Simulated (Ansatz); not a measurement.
Geometry optimisation, Ansatz 0.2.0, DFT PBE-D3(BJ), scalar-relativistic, plane waves, PAW.

input.yaml

```yaml
accuracy: low
crystal:
  lattice:
    - [7.380323, 0.0, 0.0]
    - [0.0, 7.380323, 0.0]
    - [0.0, 0.0, 7.380323]
  atoms:
    - { symbol: C, position: [0.6191141, 0.5114276, 0.235549] }
    - { symbol: O, position: [0.7932417, 0.5038887, 0.1531152] }
    - { symbol: H, position: [0.6159866, 0.6362516, 0.3143089] }
    - { symbol: H, position: [0.7984094, 0.3933066, 0.082271] }
    - { symbol: H, position: [0.5094723, 0.5160934, 0.1353512] }
    - { symbol: H, position: [0.5952329, 0.3970711, 0.3273912] }
    - { symbol: C, position: [0.7051602, 0.3876779, 0.6395191] }
    - { symbol: O, position: [0.6706002, 0.2267237, 0.739878] }
    - { symbol: H, position: [0.5749979, 0.4313688, 0.5852711] }
    - { symbol: H, position: [0.7853269, 0.185836, 0.7892744] }
    - { symbol: H, position: [0.7597452, 0.4965588, 0.7246549] }
    - { symbol: H, position: [0.7981914, 0.3644345, 0.5259954] }
    - { symbol: C, position: [0.2992358, 0.5515914, 0.5001651] }
    - { symbol: O, position: [0.1172322, 0.5033923, 0.5416873] }
    - { symbol: H, position: [0.2920396, 0.6486988, 0.3892041] }
    - { symbol: H, position: [0.1210931, 0.4167811, 0.6404679] }
    - { symbol: H, position: [0.3680422, 0.6161427, 0.6149758] }
    - { symbol: H, position: [0.3796833, 0.4348726, 0.4555826] }
    - { symbol: C, position: [0.2907383, 0.0719903, 0.671909] }
    - { symbol: O, position: [0.1986573, -0.085133, 0.7352015] }
    - { symbol: H, position: [0.186731, 0.1623814, 0.6189386] }
    - { symbol: H, position: [0.2894424, -0.167301, 0.7829564] }
    - { symbol: H, position: [0.3634615, 0.1423681, 0.7807253] }
    - { symbol: H, position: [0.3864743, 0.0410005, 0.5625612] }
    - { symbol: C, position: [0.1676408, 0.225074, 0.0464446] }
    - { symbol: O, position: [0.2825968, 0.0753287, 0.0856115] }
    - { symbol: H, position: [0.0779982, 0.1810941, -0.0622933] }
    - { symbol: H, position: [0.3635211, 0.1121905, 0.1823921] }
    - { symbol: H, position: [0.0844886, 0.2643429, 0.1631766] }
    - { symbol: H, position: [0.2437474, 0.343851, -0.0002727] }
    - { symbol: C, position: [0.8572498, 0.901596, 0.3911326] }
    - { symbol: O, position: [0.9131444, 1.0857262, 0.3791153] }
    - { symbol: H, position: [0.9800817, 0.8223209, 0.4116688] }
    - { symbol: H, position: [0.8051996, 1.1584279, 0.3607736] }
    - { symbol: H, position: [0.765969, 0.8777801, 0.5059511] }
    - { symbol: H, position: [0.7909884, 0.8545711, 0.2667108] }
basis:
  ecutwfc: 420.0
kpoints:
  mp_grid: { grid: [1, 1, 1] }
hamiltonian:
  xc: pbe
  dispersion: d3bj
scf:
  occupations: { method: fermi_dirac, width: 0.02 }
  lower_state_search: "off"
relax:
  f_tol: 0.3
  max_steps: 15
  adjacent_minimum: "off"
```

Run as:

```bash
$ ansatz run input.yaml --threads 1 --pin off --max-ram 3072MiB --backend cpu --events-out ev --progress --plain --runs-dir out
```

Q: Where does it end, and by what steps?

A: The forces met the threshold. The threshold is loose, so the end isn't yet a minimum. Limits of this set-up: coarse k mesh, low accuracy level. After 10 steps the energy has fallen by 1.606 eV; O2 moved furthest, 1.31 Å.

```csv
step,energy less start (eV),largest force component (eV/Å),accepted
0,0.0000,0.654,yes
1,-0.4085,0.483,yes
2,-0.5714,0.656,yes
3,-0.7344,1.130,yes
4,-0.9142,1.454,yes
5,-1.0764,0.794,yes
6,-1.2235,0.709,yes
7,-1.3525,0.532,yes
8,-1.4599,0.358,yes
9,-1.5439,0.405,yes
10,-1.6061,0.199,yes
```

```xyz
36
Lattice="7.3803 0.0000 0.0000 0.0000 7.3803 0.0000 0.0000 0.0000 7.3803" Properties=species:S:1:pos:R:3
C 4.583 3.153 1.382
O 5.778 2.409 1.158
H 4.804 3.984 2.067
H 5.762 2.087 0.218
H 4.190 3.571 0.442
H 3.803 2.522 1.842
C 5.291 3.143 5.145
O 5.660 1.918 5.798
H 4.218 3.333 5.305
H 6.039 1.341 5.090
H 5.875 3.981 5.551
H 5.495 3.076 4.072
C 1.943 4.320 3.704
O 0.687 3.808 4.143
H 1.736 4.968 2.842
H 0.857 3.111 4.798
H 2.441 4.925 4.479
H 2.621 3.515 3.377
C 2.277 0.504 4.525
O 1.495 -0.278 5.413
H 1.632 0.796 3.682
H 1.856 -0.182 6.322
H 2.666 1.413 5.015
H 3.154 -0.055 4.142
C 1.360 1.694 0.665
O 1.968 0.388 0.655
H 0.578 1.666 -0.103
H 2.612 0.337 1.384
H 0.901 1.930 1.632
H 2.084 2.481 0.398
C 6.217 6.802 2.995
O 6.503 8.161 3.317
H 6.794 6.157 3.669
H 6.225 8.723 2.550
H 5.140 6.569 3.126
H 6.502 6.575 1.953
```

Whether the end is a true minimum wasn't checked by a vibrational analysis.

Time of the run: 17 s on 1 thread of Intel(R) Xeon(R) 6975P-C (Granite Rapids) (shared host), peak memory 0.44 GiB.
